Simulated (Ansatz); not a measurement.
Ta₃. The state is a doublet with charge 0. Geometry PBE-D4/def2-TZVPD, that of the charge -1 singlet.

```csv
atom,x (Å),y (Å),z (Å)
Ta1,1.319,-0.725,-0.193
Ta2,-0.583,-0.252,1.092
Ta3,-0.737,0.976,-0.899
```

In the def2 sets Ta takes a core potential; there is no spin–orbit coupling. At PBE-D4/def2-TZVPD, r2SCAN-D4/def2-TZVPD, PBE0-D4/def2-TZVPD the charge 0 doublet is spin-contaminated (final ⟨S²⟩ up to 2.00, 0.75 for a pure state). The structure comes from a short search, and lower isomers may exist.

(1) Estimate the α-spin orbital energies around the gap (eV) in Ansatz with PBE-D4/def2-TZVPD, r2SCAN-D4/def2-TZVPD, PBE0-D4/def2-TZVPD.

## Answers

(1) 
| orbital | PBE-D4/def2-TZVPD | r2SCAN-D4/def2-TZVPD | PBE0-D4/def2-TZVPD |
| --- | --- | --- | --- |
| HOMO−5 | -5.03 | -4.99 | -5.78 |
| HOMO−4 | -4.66 | -4.68 | -5.34 |
| HOMO−3 | -4.38 | -4.37 | -5.07 |
| HOMO−2 | -4.02 | -4.06 | -4.77 |
| HOMO−1 | -3.88 | -3.99 | -4.53 |
| HOMO | -3.64 | -3.88 | -4.45 |
| LUMO | -3.27 | -2.91 | -2.33 |
| LUMO+1 | -2.74 | -2.49 | -2.01 |
| LUMO+2 | -2.34 | -1.83 | -1.26 |
| LUMO+3 | -2.04 | -1.78 | -1.25 |
| LUMO+4 | -1.86 | -1.59 | -1.07 |
| LUMO+5 | -1.74 | -1.51 | -1.06 |
| β HOMO | -3.72 | -3.86 | -4.40 |
| β LUMO | -3.21 | -2.84 | -2.32 |
